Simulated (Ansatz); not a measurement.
Ansatz (a quantum-chemistry and plane-wave program) job for C₅H₄N, SMILES [c]1ccncc1, multiplicity 2, PBE0/def2-TZVPD. Geometry: ωB97X-D3(BJ)/def2-SVP. The isomer is the one that the SMILES or the coordinates give; other isomers of the formula were not compared.

Ansatz 0.2 input:
```yaml
crystal:
  periodic: [false, false, false]
  atoms:
    - {symbol: C, position_ang: [0.00000000, -0.00000000, -1.38915790]}
    - {symbol: C, position_ang: [0.00000000, -1.21635702, -0.74441574]}
    - {symbol: C, position_ang: [0.00000000, -1.14441388, 0.65898948]}
    - {symbol: N, position_ang: [0.00000000, 0.00000001, 1.34040272]}
    - {symbol: C, position_ang: [0.00000000, 1.14441388, 0.65898948]}
    - {symbol: C, position_ang: [0.00000000, 1.21635702, -0.74441575]}
    - {symbol: H, position_ang: [0.00000000, -2.17998721, -1.26106902]}
    - {symbol: H, position_ang: [0.00000000, -2.06950213, 1.24969081]}
    - {symbol: H, position_ang: [0.00000000, 2.06950214, 1.24969080]}
    - {symbol: H, position_ang: [0.00000000, 2.17998720, -1.26106903]}
basis:
  gaussian:
    orbitals: def2-TZVPD
hamiltonian:
  xc: {name: PBE0}
magnetization: {spin_polarized: true, initial_magnetization: 1}
```

Program output:

```
WARN ansatz: RAYON_NUM_THREADS=2 ignored (pool sized by the plan → 2); use --threads N
Functional definition: PBE0
integrals: 0.17 GiB planned
1253 factors; their error is unknown
mean field: 2.15 GiB planned
mean field evaluation 1: about -6725.1637 eV, gradient 3.8e1 eV
mean field evaluation 2: about -6723.4076 eV, gradient 4.2e1 eV
mean field evaluation 4: about -6731.7897 eV, gradient 4.5e0 eV
mean field evaluation 8: about -6731.8934 eV, gradient 1.8e-1 eV
mean field evaluation 16: about -6731.8892 eV, gradient 6.5e-3 eV
mean field -6731.88921514 eV, -247.3923656181 hartree, gradient 4.7e-5 eV, S^2 0.759695; 0 other end points of the search recorded, 0 dependent functions left out
reference -6731.88924926 eV, -247.3923668718 hartree; 21, 20 occupied and 237, 238 virtual orbitals, 1253 factors
Total energy: -6731.88924926 eV, -247.3923668718 hartree
```

The calculation finished and met its thresholds.
